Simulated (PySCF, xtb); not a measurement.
Relaxing a trial structure of CH2InSi

The starting geometry of this gas-phase doublet was built from a drawn formula by distance geometry; its bonds are those of `[Si]=[CH][InH]`.

```tsv
atom	x (Å)	y (Å)	z (Å)
C	-0.2818	-1.5807	0.6598
In	-0.3211	-2.8011	-1.3812
Si	1.1480	-0.7768	0.8205
H	-1.0404	-1.5646	1.3550
H	-1.7457	-3.7368	-1.1462
```

Q: Predict what it relaxes into with r2SCAN-D4/def2-SVP.

A: It rearranges to `[CH]1=[Si][InH]1`. Contacts that close: In2–Si3 (3.33 → 2.61 Å).

The energy falls by 0.83 eV over 15 steps:

| step | E − E(last) (eV) |
| --- | --- |
| 1 | 0.831 |
| 3 | 0.157 |
| 4 | 0.394 |
| 6 | 0.018 |
| 7 | 0.020 |
| 9 | 0.003 |
| 10 | 0.002 |
| 12 | 0.000 |
| 13 | 0.000 |
| 15 | 0.000 |

Final geometry (Å):

```xyz
5

C    -0.3256   -1.4801    0.8878
In   -0.2307   -2.6913   -1.0470
Si    1.2059   -0.9854    0.3100
H    -1.2174   -1.5803    1.5129
H    -1.6272   -3.6766   -1.3349
```

From the same start GFN2-xTB reaches the same bonding as this run.

The end wasn't checked by frequencies. Open shells are spin-unrestricted. Atoms past krypton carry core potentials, without spin–orbit terms. Run with PySCF 2.14.0, 2.4 min on 2 threads of Arm Neoverse V2, on a shared host.
